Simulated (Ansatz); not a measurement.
Cartesian coordinates in Å:
```
N 1.493 0.369 -0.271
Si -0.093 -0.250 -0.148
N -0.495 -0.206 1.507
S -1.731 0.826 -1.034
H 1.706 1.294 0.069
H 2.054 0.135 -1.074
H -0.030 -1.557 -0.856
H -1.445 -0.315 1.818
H 0.177 -0.485 2.202
H -1.636 0.189 -2.212
```

Charge 0, multiplicity 1.

**Question.** List the PBE0/def2-TZVPP orbital energies in eV (Ansatz 0.2.0). (An estimate is asked.)

**Answer.** The calculation gave: Occupied: -2421.85, -1803.07, -390.79, -390.79, -217.22, -161.06, -160.97, -160.88, -145.24, -99.94, -99.90, -99.89, -24.12, -23.45, -20.02, -14.85, -13.99, -13.79, -11.75, -11.08, -10.62, -9.21, -7.81, -7.53, -7.06. Lowest empty: 0.64, 1.14, 1.25, 1.67, 2.56, 2.71, 2.82, 3.21.
